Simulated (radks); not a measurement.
Coulomb parameter of the 4f shell of neutral europium in the model configuration [Xe] 4f6 6s2 6p1, as a second difference U = [E(n + 0.5) + E(n - 0.5) - 2 E(n)] / (0.5)^2 with all orbitals relaxed. "Bare": the charge of the atom changes with n. "Screened": the 6p shell takes up the change at fixed total charge, which measures U(4f,4f) + U(6p,6p) - 2 U(4f,6p). Method: Dirac Kohn-Sham, PBE, spin-unpolarised, spherical densities, finite nucleus; open shells are shared between the two j in proportion to 2j + 1; Fermi nuclear charge, rms radius 5.1115 fm; computed with a radial shooting solver on a logarithmic mesh with Libxc functionals.

case                  configuration  E - E(n) (eV)
start              [Xe] 4f6 6s2 6p1          0.000
bare +0.5        [Xe] 4f6.5 6s2 6p1         -4.056
bare -0.5        [Xe] 4f5.5 6s2 6p1          7.648
screened +0.5  [Xe] 4f6.5 6s2 6p0.5         -3.605
screened -0.5  [Xe] 4f5.5 6s2 6p1.5          5.791

U(bare) = 14.369 eV, U(screened by 6p) = 8.742 eV, against the Slater integral F0(4f,4f) = 28.490 eV with frozen orbitals. The step up makes a negative ion, whose loosely bound charge lowers the bare value.
